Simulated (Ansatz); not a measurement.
Ge₆Bi⁺, relaxed as a singlet with RKS PBE-D4/def2-SVP in Ansatz, starting from the GFN2-xTB geometry. Force threshold 0.02 eV/Å.

In the def2 sets Bi takes a core potential; there is no spin–orbit coupling. The structure comes from a short search, and lower isomers may exist.

Start:

Cartesian coordinates in Å:
```
Bi -0.1578 2.3303 -1.3051
Ge 1.1942 1.1250 0.6071
Ge 0.4436 -0.2049 -1.6803
Ge 0.3076 0.0866 2.6355
Ge -1.3627 0.3415 0.2489
Ge 0.5141 -1.5128 0.7146
Ge -0.9391 -2.1658 -1.2207
```

Task: Estimate the energy that the relaxation releases and the steps that it takes.

Result: 119.4 kJ/mol, in 25 steps; 2 min on 4 threads of Arm Neoverse V1 on a shared host. The force fell under the threshold at step 14, but the optimiser went on and released 0.895 eV more. No frequencies were taken in this run, so the end may be a saddle point.

Task: Does the start keep its bonding and symmetry?

Result: Bonds lost: Ge2–Ge3 (atoms count from 1). Bonds formed: Bi1–Ge6, Ge4–Ge7 (atoms count from 1). The end is the same structure that another start reached, the lowest one found. Point group Cs at the start, C2v at the end, both within 0.05 Å.

Task: Predict the relaxed structure.

Result: 
Cartesian coordinates in Å:
```
Bi 0.659 1.935 -1.343
Ge 0.785 1.606 1.527
Ge -0.438 -0.588 -2.234
Ge -0.122 -0.783 2.151
Ge -1.321 0.503 0.136
Ge 1.304 -0.555 -0.100
Ge -0.866 -2.118 -0.138
```
Bond lengths: 12 × Ge–Ge 2.63 to 2.84 Å; 4 × Bi–Ge 2.86 to 2.89 Å.
